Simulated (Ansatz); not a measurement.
`[GeH3][Ga]1[BH][CH2][AlH]1`. Total charge 0; spin multiplicity 1. Geometry: relaxed with PBE0-D4/def2-TZVP.

```xyz
12

Ge    0.851   -2.823   -0.493
Ga    0.356   -0.458   -0.262
B    -0.712    1.238   -0.910
C    -1.229    1.929    0.306
Al    0.564    1.553    1.207
H     2.375   -3.030   -0.593
H     0.361   -3.591    0.749
H     0.206   -3.472   -1.732
H    -0.641    1.795   -1.967
H    -1.474    1.318    1.219
H    -1.801    2.854    0.316
H     1.144    2.688    2.160
```

**Question.** What is the dipole moment at r2SCAN/def2-TZVPP? (Best estimate.)

**Answer.** Ansatz gave: 0.65 D, with components (-0.01, 0.27, 0.59) D in this frame, pointing from negative to positive charge.

**Question.** And with PBE, B3LYP, ωB97M-V? (Best estimate.)

**Answer.** Ansatz gave: PBE 0.59 D, B3LYP 0.57 D, ωB97M-V 0.65 D.

**Question.** Give the Mulliken charges with r2SCAN, ωB97M-V, PBE in def2-TZVPP. (An estimate is asked.)

**Answer.** The calculation gave: 
```csv
atom,r2SCAN,ωB97M-V,PBE
Ge1,-0.06,-0.13,-0.09
Ga2,0.03,0.00,0.05
B3,0.03,-0.04,-0.01
C4,-0.30,-0.38,-0.25
Al5,0.27,0.23,0.16
H6,-0.01,0.02,0.00
H7,-0.01,0.02,0.00
H8,-0.01,0.02,0.00
H9,0.00,0.08,0.01
H10,0.12,0.16,0.13
H11,0.08,0.11,0.10
H12,-0.14,-0.08,-0.09
```

B3LYP here is the variant with VWN-RPA as its local correlation; programs differ in this.
